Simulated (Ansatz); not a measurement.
Sn9H16, a cluster cut from cubic tin was relaxed with PBE-D4 (def2-SVP) in Ansatz in these states: charge +1 doublet, neutral singlet. The geometries follow in no particular order.

In the def2 sets Sn takes a core potential; there is no spin–orbit coupling.

A:

```xyz
25

Sn   -0.451    1.438    2.989
Sn   -3.285    0.250   -0.952
Sn    1.056    2.479   -0.911
Sn    3.067   -0.754    1.107
Sn    0.218   -1.930   -2.826
Sn   -1.511    1.980    0.405
Sn    0.880   -1.037    2.854
Sn   -2.123   -2.285   -1.312
Sn    2.027   -0.223   -1.487
H    -1.808    1.464    4.060
H     0.620    2.750    3.333
H    -4.697    0.193    0.046
H    -3.643    1.045   -2.445
H     2.132    3.234    0.222
H     0.931    3.485   -2.317
H     4.056    0.610    1.496
H     4.035   -2.176    0.935
H    -0.075   -1.175   -4.353
H     1.090   -3.408   -3.050
H    -1.986    3.642    0.128
H     1.406   -1.536    4.420
H    -0.206   -2.202    2.180
H    -3.217   -3.346   -2.122
H    -1.694   -2.925    0.236
H     3.179    0.427   -2.634
```

B:

Cartesian coordinates in Å:
```
Sn 1.6762 -1.6922 -2.2698
Sn -1.6934 1.5080 -2.3851
Sn -2.0195 -2.1084 0.4300
Sn 2.0591 -1.1297 2.3064
Sn -1.3104 2.0741 2.1934
Sn -1.0946 -1.2267 -2.0813
Sn 3.0862 -0.4031 -0.2076
Sn -0.5539 3.0527 -0.3310
Sn -0.7139 -0.6647 2.4667
H 2.2646 -1.1845 -3.8229
H 1.9657 -3.4008 -2.1535
H -1.1549 2.0699 -3.9381
H -3.4174 1.7129 -2.3402
H -1.7139 -3.8086 0.6136
H -3.7377 -1.8802 0.5442
H 2.3582 -2.8218 2.5594
H 2.8838 -0.2731 3.5723
H -3.0230 2.2939 2.3827
H -0.5374 2.9839 3.4552
H -1.8995 -2.1192 -3.3438
H 4.7752 -0.7994 -0.3010
H 2.9468 1.3141 -0.4068
H -1.0361 4.7139 -0.4960
H 1.1741 2.9988 -0.4680
H -1.2839 -1.2098 4.0212
```

Problem. Judge from the bond lengths which geometry belongs to which state (an estimate).

Solution. A is the charge +1 doublet (Sn3–Sn9 2.928 Å, Sn3–Sn6 2.928 Å, Sn1–Sn6 2.845 Å); B is the neutral singlet (Sn3–Sn9 2.817 Å, Sn3–Sn6 2.818 Å, Sn1–Sn6 2.816 Å).
